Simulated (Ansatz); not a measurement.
Geometry optimisation, RKS B3LYP-D4/def2-SVP in Ansatz.

Input:

```yaml
crystal:
  periodic: [false, false, false]
  atoms:
    - { symbol: B, position_ang: [-0.086099, -0.447076, -0.44165] }
    - { symbol: Cl, position_ang: [-0.087359, 0.016364, 2.586565] }
    - { symbol: F, position_ang: [1.056861, 0.151925, -0.684154] }
    - { symbol: Cl, position_ang: [-1.579289, 0.280627, -0.993635] }
    - { symbol: H, position_ang: [-0.097151, -1.521845, 0.083426] }
    - { symbol: H, position_ang: [-0.035364, -1.128795, 1.905747] }
basis:
  gaussian: { orbitals: def2-SVP }
hamiltonian:
  xc: b3lyp
  dispersion: d4
relax:
  f_tol: 0.03
  max_steps: 50
```

Run as:

```bash
$ ansatz run input.yaml --threads 1 --pin off --max-ram 2048MiB --backend cpu --events-out ev --progress --plain --runs-dir out
```

Question: Where does it end, and by what steps?

Answer: It converged. The force dipped under the threshold on the way, but the program's further checks kept it going. After 10 steps the energy has fallen by 0.094 eV; H6 moved furthest, 0.73 Å.

```csv
step,energy less start (eV),largest force component (eV/Å),accepted
0,0.0000,0.989,yes
1,-0.0344,0.601,yes
2,-0.0155,0.942,no
3,-0.0512,0.499,yes
4,-0.0725,0.434,yes
5,-0.0828,0.373,yes
6,-0.0908,0.020,yes
7,-0.0909,0.351,yes
8,-0.0926,0.053,yes
9,-0.0933,0.068,yes
10,-0.0936,0.018,yes
```

```xyz
6
Properties=species:S:1:pos:R:3
B -0.086 -0.446 -0.617
Cl -0.107 0.056 2.515
F 1.047 0.204 -0.768
Cl -1.590 0.358 -1.035
H -0.080 -1.595 -0.272
H -0.012 -1.226 2.633
```

Whether the end is a true minimum wasn't checked by a vibrational analysis.

Run time: 22 s on 1 thread of Arm Neoverse V2 (shared host), peak memory 0.14 GiB.
